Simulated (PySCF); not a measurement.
**Core-level binding energies of `NCB(O)O`**

Species: CH6BNO2.
Atom-mapped SMILES: `[NH2:1][CH2:2][B:3]([OH:4])[OH:5]`

Level of theory: delta-SCF UKS SCAN, pcX-2 on the ionised atom, pcseg-1 elsewhere, spin-free X2C in PySCF 2.14.0. Binding energies are ΔSCF values: E(core-ionised, relaxed orbitals) − E(ground state) at a fixed geometry, referred to the vacuum level.

Task: Give the core binding energies atom by atom.

Result: 
```json
{"atom(s)": "B3", "environment": "three-coordinate boron", "level": "B 1s", "binding energy (eV)": "197.23", "count": "1"}
{"atom(s)": "C2", "environment": "sp3 carbon bound to nitrogen", "level": "C 1s", "binding energy (eV)": "290.98", "count": "1"}
{"atom(s)": "N1", "environment": "primary amine nitrogen", "level": "N 1s", "binding energy (eV)": "404.77", "count": "1"}
{"atom(s)": "O4/O5", "environment": "boron-bound oxygen", "level": "O 1s", "binding energy (eV)": "539.19", "count": "2"}
```

Task: Which effective nuclear charge Zeff reproduces each element's mean 1s value in the hydrogen-like formula E = 13.606 eV × Zeff²?

Result: B (Z = 5): mean 197.2 eV, Zeff = 3.81, Z − Zeff = 1.19; C (Z = 6): mean 291.0 eV, Zeff = 4.62, Z − Zeff = 1.38; N (Z = 7): mean 404.8 eV, Zeff = 5.45, Z − Zeff = 1.55; O (Z = 8): mean 539.2 eV, Zeff = 6.30, Z − Zeff = 1.70. Means run over the listed sites, weighted by atom count.

Task: Express the binding energy of B 1s of B3 in atomic units and per mole.

Result: 197.23 eV = 7.2481 Eh = 19030 kJ/mol.

Topologically equivalent atoms share the value of their first member; where this conformer doesn't relate them by symmetry, their own values could differ. One conformer (not necessarily the lowest) at the PBE0-D3(BJ)/def2-SVP geometry, without solvent, vibrations or thermal averaging.

The run took 37 s on Arm Neoverse N1, one thread, no GPU, on a shared host, and the process peaked at 0.45 GiB of memory.

Conformer computed: `[NH2:1][CH2:2][B:3]([OH:4])[OH:5]`: N1–C2–B3–O4 1°, H–N1–C2–B3 -58°, H–N1–C2–B3 54°, H–O4–B3–C2 180°, H–O5–B3–C2 0°.
